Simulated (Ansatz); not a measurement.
FH8NSi3 (`N[SiH](F)[SiH2][SiH3]`), relaxed with RKS PBE-D4/def2-SVP in the Gaussian-basis code of Ansatz from a rough embedded geometry. The force threshold is 0.03 eV/Å; the program also tests the step.

The species carries charge 0 and has multiplicity 1.

Start:

```xyz
13

N    -0.939    0.061    2.065
Si    0.502   -0.333    1.293
F     1.635    0.070    2.373
Si    0.758    0.816   -0.761
Si   -0.528   -0.357   -2.182
H    -1.013   -0.603    2.918
H    -0.908    0.964    2.450
H     0.537   -1.799    1.074
H     2.161    0.789   -1.132
H     0.347    2.245   -0.569
H    -1.988   -0.283   -1.768
H    -0.435    0.250   -3.547
H    -0.128   -1.820   -2.215
```

| step | energy (eV) | largest force (eV/Å) | largest move (Å) |
| --- | --- | --- | --- |
| 1 | -27944.2321 | 2.966 | 0.000 |
| 2 | -27944.6165 | 1.065 | 0.140 |
| 3 | -27944.6994 | 0.682 | 0.157 |
| 4 | -27944.7425 | 0.228 | 0.157 |
| 5 | -27944.7496 | 0.200 | 0.078 |
| 6 | -27944.7556 | 0.088 | 0.200 |
| 7 | -27944.7577 | 0.101 | 0.049 |
| 8 | -27944.7595 | 0.060 | 0.029 |
| 9 | -27944.7612 | 0.112 | 0.074 |
| 10 | -27944.7623 | 0.133 | 0.045 |
| 11 | -27944.7636 | 0.174 | 0.072 |
| 12 | -27944.7646 | 0.163 | 0.044 |
| 13 | -27944.7659 | 0.187 | 0.110 |
| 14 | -27944.7661 | 0.180 | 0.054 |
| 15 | -27944.7684 | 0.121 | 0.043 |
| 16 | -27944.7686 | 0.094 | 0.056 |
| 17 (rejected) | -27944.7660 | 0.166 | 0.074 |
| 18 | -27944.7701 | 0.012 | 0.037 |

End:

```xyz
13

N    -0.923   -0.269    1.808
Si    0.764   -0.277    1.430
F     1.716    0.528    2.515
Si    0.965    0.733   -0.680
Si   -0.720   -0.206   -2.026
H    -1.293   -0.849    2.566
H    -1.481    0.580    1.693
H     1.213   -1.710    1.472
H     2.330    0.508   -1.277
H     0.740    2.221   -0.562
H    -2.067    0.210   -1.495
H    -0.613    0.239   -3.461
H    -0.631   -1.708   -1.982
```

Run time 18 s (4 threads of an Intel Xeon Platinum 8488C on a shared host); peak host memory 0.19 GiB.
